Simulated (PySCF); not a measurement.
## Field gradients at the hydrogen positions

Species: C3H10FPSi2.
Cartesian coordinates in Å at the GFN2-xTB level; atoms count from 1:
```xyz
17
C3H10FPSi2 angstrom
F      0.622    2.081   -0.533
Si     0.161    0.532   -0.710
Si     2.005   -0.805   -0.250
P      3.883    0.282    0.313
C     -1.252    0.292    0.510
C     -2.053   -0.980    0.482
C     -2.685    0.300    0.050
H     -0.344    0.546   -2.084
H      2.379   -1.628   -1.410
H      1.759   -1.736    0.861
H      3.263    1.175    1.169
H      3.831    1.176   -0.742
H     -1.090    0.710    1.498
H     -1.818   -1.713   -0.276
H     -2.361   -1.416    1.420
H     -3.424    0.754    0.693
H     -2.883    0.442   -1.002
```

Level: PBE0/pcSseg-1 (PySCF, non-relativistic); Q(2H) = 0.00286 b; rigid geometry, the same for H and D, with no vibrational averaging.

Question: Rank these positions by the coupling χzz of a deuteron there, largest first.
A. H11 (P–H hydrogen)
B. H9 (Si–H hydrogen)
C. H16 (methylene hydrogen)
D. H13 (methine hydrogen)

Answer: C (222 kHz), D (217 kHz), A (143 kHz), B (107 kHz).

Tabulate Vzz, the asymmetry η and χzz = 234.96 MHz × Q × Vzz for every hydrogen position.

```tsv
atom	bonded to	bond length (Å)	Vzz (au)	η	χzz (kHz)
H8	Si2	1.464	0.1602	0.02	108
H9	Si3	1.470	0.1597	0.02	107
H10	Si3	1.471	0.1595	0.01	107
H11	P4	1.384	0.2130	0.07	143
H12	P4	1.384	0.2129	0.07	143
H13	C5	1.085	0.3235	0.08	217
H14	C6	1.080	0.3306	0.08	222
H15	C6	1.080	0.3308	0.07	222
H16	C7	1.080	0.3308	0.07	222
H17	C7	1.079	0.3302	0.08	222
```

Average by the element that carries the hydrogen.

on Si: 107 kHz over 3 positions, mean bond length 1.468 Å; on P: 143 kHz over 2 positions, mean bond length 1.384 Å; on C: 221 kHz over 5 positions, mean bond length 1.081 Å.

Give the 2H NMR doublet splittings at H16 for a magnetic field along the z, y and x axes of the gradient: 3χ/2, 3χ(1 + η)/4, 3χ(1 − η)/4.

With |χ| = 222.3 kHz and η = 0.072: 333, 179 and 155 kHz, to first order and without motion.

One conformer (not necessarily the lowest) at the GFN2-xTB geometry, without solvent, vibrations or thermal averaging. GFN2-xTB bond lengths can be off by several hundredths of an ångström, more for odd bonds, and the gradients follow them. The basis is small and wasn't made for field gradients, so the couplings can be 20 % off.
